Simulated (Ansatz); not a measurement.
Species: sum formula BeHCl, charge 0, multiplicity 1. SMILES: [BeH][Cl]
Geometry from a B3LYP-D3(BJ)/def2-TZVP (Ansatz, a first-principles code) optimisation:
```xyz
3

Be     0.0000     0.0000    -1.3353
H      0.0000     0.0000    -2.6579
Cl     0.0000     0.0000     0.4705
```
Charge 0, spin multiplicity 1.

Task: Give the harmonic wavenumbers at B3LYP-D3(BJ)/def2-TZVP (Ansatz, finite differences of forces, unscaled).

Result: 537, 537, 806, 2192 cm⁻¹. Zero-point energy 5.8 kcal/mol.

Task: From these and the geometry, give the ideal-gas thermochemistry at 298.15 K and 1 atm (rigid rotor, harmonic oscillator).

Result: Point group C∞v, rotational symmetry number 1. Rotational constants 16.33, 16.33 GHz. S(trans) 37.37, S(rot) 13.79, S(vib) 1.34, S(elec, spin only) 0.00, S 52.5 cal/(mol K). H(298) - H(0) 2.37 kcal/mol; G - E(el) -7.5 kcal/mol.
